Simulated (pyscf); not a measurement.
## `[NH2][SiH]([NH2])[Cl]`, singlet

Gas-phase minimum from PySCF at ωB97X-D3(BJ)/def2-SVP, one conformer. 

```
Si
N 1 1.7114
H 2 1.0142 1 120.67
H 2 1.0148 3 111.95 1 -150.73
N 1 1.7136 2 108.14 3 161.79
H 5 1.0130 1 121.24 2 152.70
H 5 1.0136 6 112.95 1 -156.65
H 1 1.4858 2 105.97 3 33.07
Cl 1 2.0862 8 104.61 2 123.04
```
Charge 0, spin multiplicity 1.

Properties at ωB97X-D3(BJ)/def2-SVP:

| Property | Value |
|---|---|
| Harmonic wavenumbers, unscaled | 204, 213, 261, 301, 325, 396, 439, 530, 752, 779, 842, 900, 913, 975, 1536, 1547, 2276, 3621, 3633, 3721, 3738 cm⁻¹ |
| Zero-point energy | 39.9 kcal/mol |
| Rotational symmetry number | 1 |
| Entropy of this conformer at 298 K and 1 atm, rigid rotor and harmonic oscillator, modes under 100 cm⁻¹ raised to 100 | 325.6 J/(mol K) |
| Dipole moment | 2.28 D |

Single-point totals, which compare only within one level (frozen core for MP2 and CC):

```csv
level,total energy (hartree)
ωB97X-D3(BJ)/def2-TZVP,-862.47489
PBE/def2-TZVP,-861.92422
r²SCAN/def2-TZVP,-862.28478
B3LYP-D3(BJ)/def2-TZVP,-862.45376
PBE0-D3(BJ)/def2-TZVP,-862.00607
M06-2X/def2-TZVP,-862.32072
ωB97M-D3(BJ)/def2-TZVP,-862.52650
HF/def2-TZVPP,-860.44830
MP2/def2-TZVPP,-861.18959
CCSD/def2-TZVPP,-861.22948
CCSD(T)/def2-TZVPP,-861.25980
```

The CCSD(T) − MP2 part came from Ansatz, without density fitting, on the same reference.
